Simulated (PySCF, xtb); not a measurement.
Mo(O)2(OH) (HMoO3), SMILES [O]=[Mo+]([OH])=[O], charge +1, multiplicity 1. The values are those of a single conformer.

Harmonic wavenumbers (cm⁻¹) from GFN2-xTB in xtb 6.7.1 at its own minimum, in rising order: 140, 216, 282, 527, 717, 752, 851, 880, 3272.

**Question.** What does PBE-D3(BJ)/def2-SVP in PySCF give at its own minimum? (An estimate is asked for; the answer gives what the named calculation found.)

**Answer.** 105, 243, 270, 387, 533, 824, 1014, 1044, 3643. Paired by order, the mean absolute difference is 130 cm⁻¹ and the zero-point energies are 10.9 and 11.5 kcal/mol.
